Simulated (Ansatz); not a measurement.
`S[CH2][Al]([SH])[Cl]`, one more setting.

```yaml
crystal:
  periodic: [false, false, false]
  atoms:
    - {symbol: S, position_ang: [1.516191, -0.170188, 1.110306]}
    - {symbol: C, position_ang: [0.759740, -1.016813, -0.466334]}
    - {symbol: Al, position_ang: [-0.642987, 0.499719, -0.109813]}
    - {symbol: S, position_ang: [-2.470387, -0.110947, 0.765100]}
    - {symbol: Cl, position_ang: [-0.137527, 2.333381, -1.021775]}
    - {symbol: H, position_ang: [2.140466, 0.652420, 0.480175]}
    - {symbol: H, position_ang: [1.469881, -1.133657, -1.307505]}
    - {symbol: H, position_ang: [0.375143, -2.004837, -0.162267]}
    - {symbol: H, position_ang: [-2.818726, 1.558038, 0.701209]}
basis:
  gaussian: {orbitals: pcseg-2}
total_charge: 1
magnetization: {spin_polarized: true, initial_magnetization: 1}
hamiltonian: {xc: {name: PBEsol}, dispersion: d3bj, pseudopotentials: {relativity: scalar}}
output: {forces: true}
```

```sh
$ ansatz run in.yaml --threads 4 --pin off --events-out ev --progress --plain --max-ram 10444MiB
```

Shortened log:

```
Functional definition: PBEsol
1398 factors; their error is unknown
mean field evaluation 1: about -41879.0490 eV, gradient 5.7e1 eV
mean field evaluation 2: about -41770.5701 eV, gradient 1.1e2 eV
mean field evaluation 4: about -41892.6550 eV, gradient 2.4e1 eV
mean field evaluation 8: about -41896.6261 eV, gradient 1.2e0 eV
mean field evaluation 16: about -41896.5894 eV, gradient 1.6e-2 eV
mean field -41896.58937265 eV, -1539.6712609165 hartree, gradient 2.7e-5 eV, S^2 0.752766; 4 other end points of the search recorded, 0 dependent functions left out
reference -41896.58942110 eV, -1539.6712626971 hartree; 36, 35 occupied and 186, 187 virtual orbitals, 1398 factors
Total energy: -41896.72580103 eV, -1539.6762745670 hartree
Relativity: scalar
Atom 0 at     1.516191    -0.170188     1.110306 Å, force    -3.826441    -4.732215     1.020348 eV/Å
Atom 1 at     0.759740    -1.016813    -0.466334 Å, force     0.972808     0.436484     1.720660 eV/Å
Atom 2 at    -0.642987     0.499719    -0.109813 Å, force     1.290060     0.602225    -0.910569 eV/Å
Atom 3 at    -2.470387    -0.110947     0.765100 Å, force    -1.265432     3.230220     0.313321 eV/Å
Atom 4 at    -0.137527     2.333381    -1.021775 Å, force    -0.180677    -0.642138     0.356436 eV/Å
Atom 5 at     2.140466     0.652420     0.480175 Å, force     2.861845     3.764086    -2.864048 eV/Å
Atom 6 at     1.469881    -1.133657    -1.307505 Å, force    -0.221324     0.606314     0.108234 eV/Å
Atom 7 at     0.375143    -2.004837    -0.162267 Å, force    -0.241026     0.171710     0.181043 eV/Å
Atom 8 at    -2.818726     1.558038     0.701209 Å, force     0.610187    -3.436686     0.074577 eV/Å
Dipole moment:     0.356001    -0.543477     0.180690 e Å
```

Run time 6 s (4 threads of an Intel Xeon Platinum 8375C on a shared host); peak host memory 0.47 GiB.
